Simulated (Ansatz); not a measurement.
Cl2Re, SMILES [Cl][Re][Cl] (connectivity only; charge and spin as stated), neutral, multiplicity 6.

Geometry: B3LYP-D3(BJ)/def2-TZVP. The multiplicity is an assumed one; other spin states were not compared. The def2 effective core potentials stand for the cores of Re; spin–orbit coupling is left out.

Two levels are set side by side: PBE/def2-TZVPD (Ansatz, a quantum-chemistry and plane-wave program) and PBE0/def2-TZVPD (Ansatz). Energy differences of separate SCF runs at the same geometry; the states with an electron removed or added have multiplicity 5 and 5. Differences are taken from unrounded values.

```json
[
 {"quantity": "vertical ionisation energy (eV)", "PBE0": "9.53"},
 {"quantity": "vertical electron affinity (eV)", "PBE0": "1.99"}
]
```

**Question.** What does PBE give, and how far is it from PBE0? (An estimate is asked for; the answer gives what the named calculation found.)

**Answer.** 
```tsv
quantity	PBE	PBE minus PBE0
vertical ionisation energy (eV)	9.08	-0.45
vertical electron affinity (eV)	2.10	0.11
```
